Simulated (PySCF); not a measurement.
Ligand exchange on a metal centre used in film growth or etching (Zn F-Br). Gas-phase values, no solvent.

The dipole moment from two functionals at the same geometries (TPSS-D3(BJ)/def2-SVP), both in PySCF: PBE-D3(BJ)/def2-TZVP and B3LYP-D3(BJ)/def2-TZVP. B3LYP has the VWN-RPA correlation part, as in Gaussian. 

```
species                                PBE-D3(BJ)/def2-TZVP (D)  B3LYP-D3(BJ)/def2-TZVP (D)
-------------------------------------  ------------------------  --------------------------
0 of 2 F replaced by Br ([Zn(F)2])                         0.00                        0.00
1 of 2 F replaced by Br ([Zn(F)(Br)])                      0.93                        0.99
2 of 2 F replaced by Br ([Zn(Br)2])                        0.00                        0.00
```

Over these rows, drawn at random from the members with no instability flagged (it was tested for open shells, ions and some series alone), PBE minus B3LYP-D3(BJ): mean -0.02 D, from -0.05 D to 0.00 D.
